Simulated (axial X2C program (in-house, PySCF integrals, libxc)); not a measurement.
## Spin–orbit effects down a group: molecules with Br (ions), HF

Computed with an in-house all-electron X2C program for linear molecules (integrals from PySCF), spin-free (one-electron X2C) or two-component (2c: spin–orbit coupling with atomic mean-field Coulomb and Gaunt terms, which also bring small scalar terms), in Dyall basis sets with cores contracted in-house; open shells are unrestricted.

Basis sets: Be dyall-av3z, Br dyall-acv3z, Ca dyall-acv3z, Mg dyall-av3z, Sr dyall-acv3z.

| molecule | spin-free state | Re (Å) | ωe (cm⁻¹) | De (eV) | 2c state | Re 2c (Å) | ωe 2c (cm⁻¹) | De 2c (eV) |
| --- | --- | --- | --- | --- | --- | --- | --- | --- |
| BeBr⁻ | M_S = 0, Λ = 0 | 2.152 | 421.9 | 0.92 | Ω = 0 | 2.153 | 421.4 | 0.92 |
| MgBr⁻ | M_S = 0, Λ = 0 | 2.600 | 215.9 | 0.85 | Ω = 0 | 2.601 | 215.6 | 0.85 |
| CaBr⁻ | M_S = 0, Λ = 0 | 2.803 | 205.2 | 1.42 | Ω = 0 | 2.804 | 204.9 | 1.42 |
| SrBr⁻ | M_S = 0, Λ = 0 | 2.944 | 158.0 | 1.46 | Ω = 0 | 2.945 | 157.8 | 1.46 |

Fragments in 2c: Br- + Be, Br- + Mg, Br- + Ca, Sr + Br-. Each entry is the lowest single determinant of a limited PBE0 search at one distance. De goes to single-determinant-based atoms at the same level (for ions the charge split of lowest energy) and is withheld (n/a) where an atom does not fit its ground term or J level. Main or longest-lived isotopes.
